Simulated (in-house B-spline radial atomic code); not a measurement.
A run on the scandium ion Sc⁺ (an excited or competing configuration) that did not converge. Method: non-relativistic r2SCAN0, spin-polarised, spherical fractional occupations, point nucleus; computed with a B-spline radial code for spherical atoms.

Command:
```bash
python run_scf.py task.json out
```
Settings:
```
Z                21
configuration    [Ne] 3s2 3p5 3d1 4s1 5p1
hamiltonian      nr
method           r2scan0
spin_polarised   True
```

First and last ten iterations of the last attempt (damped for 15 steps, keeping 80 % of the old Fock matrix, then DIIS):
```
 iter        energy (Eh)    residual
    1        -758.639612    3.71e-02
    2        -758.644872    3.32e-03
    3        -758.644950    2.50e-03
    4        -758.644991    1.89e-03
    5        -758.645013    1.44e-03
    6        -758.645025    1.10e-03
    7        -758.645032    8.46e-04
    8        -758.645036    6.53e-04
    9        -758.645038    5.07e-04
   10        -758.645040    3.96e-04
  111        -758.645043    4.21e-07
  112        -758.645043    4.21e-07
  113        -758.645043    4.21e-07
  114        -758.645043    4.21e-07
  115        -758.645043    4.21e-07
  116        -758.645043    4.21e-07
  117        -758.645043    4.21e-07
  118        -758.645043    4.21e-07
  119        -758.645043    4.21e-07
  120        -758.645043    4.65e-07
 not converged after 120 iterations
```

The smallest residual met was 4.2e-07; the threshold is about 2e-07. Over the last five steps the energy moves by less than 1e-08 hartree, but the orbitals didn't meet the threshold. Cost of the run: 4.7 s on 1 thread of Arm Neoverse N1 (shared host).
